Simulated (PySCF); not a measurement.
Give a PBE0-D3(BJ)/def2-SVP geometry of InChI=1S/CH6GeS/c1-2-3/h3H,2H2,1H3.

```xyz
9
CH6GeS angstrom
C     -1.1167    0.0997   -0.0436
Ge     0.7025   -0.5915    0.0508
S      1.9919    0.7480    1.2903
H     -1.1295    1.0655   -0.5689
H     -1.5099    0.2449    0.9722
H     -1.7660   -0.6048   -0.5845
H      1.3119   -0.7364   -1.3585
H      0.7602   -1.9372    0.7939
H      1.9056    1.7983    0.4447
```

Any rigid rotation of these coordinates is as good. Atoms count from 1 in this order. Ge2 (germanium bonded to C, S and 2 H) is distorted tetrahedral (angles from 103.6° to 111.6°).

Bonds between heavy atoms (Å): C1–Ge2 1.948, Ge2–S3 2.235.

Method: PBE0-D3(BJ)/def2-SVP geometry optimisation, gas phase in PySCF.

Whether it is a minimum is left open (no frequencies). One conformer, not necessarily the lowest (C1–Ge2–S3–H -65°).

Time: 23 s. Hardware: Arm Neoverse V1, one thread, on a shared host. That covers the optimisation of the geometry.
